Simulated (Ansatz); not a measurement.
Calculated with Ansatz (gas phase, PBE0-D4/def2-TZVP geometries, no zero-point term in ΔE). CCSD(T)/CBS adds triple-zeta CCSD(T) − MP2 to the extrapolated MP2 energy (def2 sets, frozen cores). This one scheme is used for every species. Functionals use def2-TZVPP. For Br, Ga outer-core shells are correlated without core-valence functions, which leaves a few kJ/mol of doubt a bond. Scalar relativity is left out up to krypton. One conformer a species, not always the lowest.

`[OH][Ga]([F])[Br]` + H–F → `[F][Ga]([F])[Br]` + H₂O  (ligand exchange at a Ga–O bond)

`[OH][Ga]([F])[Br]`:

Z-matrix (Å, degrees):
```
Ga
O 1 1.762
Br 1 2.258 2 124.6
F 1 1.734 2 116.6 3 180.0
H 2 0.961 1 113.2 3 -0.0
```

H–F:

Z-matrix (Å, degrees):
```
F
H 1 0.920
```

`[F][Ga]([F])[Br]`:

Cartesian coordinates in Å:
```
F 1.394 -0.755 -0.823
Ga -0.006 -0.076 -0.065
F -1.522 -0.790 -0.498
Br 0.134 1.621 1.386
```

H₂O:

```xyz
3

O     0.224   -0.206   -0.243
H    -0.383   -0.544    0.418
H     0.159    0.749   -0.176
```

CCSD(T)/CBS gives -14.9 kJ/mol.

(1) Another level gave -19.7 kJ/mol. Which?
A. BLYP/def2-TZVPP
B. PBE/def2-TZVPP
C. MP2/def2-TZVPP
D. HF/def2-TZVPP

Largest T1 diagnostic among the species: 0.012.

Answers

(1) B. PBE -19.7, BLYP -23.8, MP2/def2-TZVPP -13.9, HF/def2-TZVPP -27.9 kJ/mol.

In def2-TZVPP, CCSD(T) changes the Hartree–Fock value by +11.6 kJ/mol (the triples alone add +1.5 kJ/mol) and MP2 by +13.9 kJ/mol. At CCSD(T), def2-SVP lies −9.1 kJ/mol from the extrapolated value and def2-TZVPP −1.3 kJ/mol.
